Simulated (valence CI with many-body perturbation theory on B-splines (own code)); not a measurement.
# Ta⁶⁷⁺ in brief

Level of theory: configuration interaction combined with many-body perturbation theory (CI+MBPT): four valence electrons over a frozen Dirac-Fock core [He], radial functions for each j: 9 s, 9 p, 8 d, 6 f, 3 g, 1 h, with the one-electron correlation potential Σ1 (screened to all orders), the two-electron term Σ2, the three-electron term Σ3, Breit, model QED; selected single and double excitations, second order for the rest, scaled by the run's own slope (own B-spline code, finite nucleus).

No measured spectrum was set against this ion. As an estimate, large intervals hold to a few tenths of a per cent, small ones and those within an open d or f shell to about a per cent.

Levels are named by their leading jj configuration (3d3/2^4 stands for four electrons in 3d with j = 3/2), which in mixed levels can hold well under half, so a name can repeat and another be missing.

Rates and lifetimes use the calculated energies. Strong lines usually hold to 10 to 20 %, long lifetimes can be off by a factor of two.

**Question.** What is the ground level?

**Answer.** (2s^2 2p1/2^2) J=0, composition 68 % 2s²2p² ³P + 32 % 2s²2p² ¹S.

**Question.** What are the static dipole polarisabilities of the lowest levels?

**Answer.** (2s^2 2p1/2^2) J=0 8.21e-05 bohr³, of which the core gives 2.33e-07.

**Question.** Among levels below 89286 × 10³ cm⁻¹, which E1 lines absorb most strongly from the ground level?

**Answer.** to (2s^2 2p1/2 3d3/2) J=1 at 0.1162 nm, f = 1.09; to (2s 2p1/2^2 3p1/2) J=1 at 0.1187 nm, f = 0.328; to (2s 2p1/2^2 3p3/2) J=1 at 0.1142 nm, f = 0.297.

**Question.** How well does LS coupling describe the low levels?

**Answer.** Among the lowest 20 levels the leading LS term, summed over configurations, holds 67 % on average. For single configurations the figures are 67 % in LS and 100 % in jj coupling. Terms mix most in the J = 1 level at 13769 × 10³ cm⁻¹, where the leading one holds 31 %.

**Question.** Where does the other parity begin?

**Answer.** At (2s 2p1/2^2 2p3/2) J=2, 13070 × 10³ cm⁻¹.

**Question.** What is the ionisation energy?

**Answer.** 17845 eV; NIST lists 17840 ± 40 eV (theoretical).

**Question.** Name the longest-lived excited levels whose lifetime is computed, and their main decay.

**Answer.** (2s^2 2p1/2 2p3/2) J=2 at 10834 × 10³ cm⁻¹ lives 14.1 ns, mostly by E2 to (2s^2 2p1/2^2) J=0; (2s^2 2p1/2 2p3/2) J=1 at 10687 × 10³ cm⁻¹ lives 69.8 ps, mostly by M1 to (2s^2 2p1/2^2) J=0; (2s 2p1/2^2 2p3/2) J=2 at 13070 × 10³ cm⁻¹ lives 31.2 ps, mostly by E1 to (2s^2 2p1/2 2p3/2) J=1.
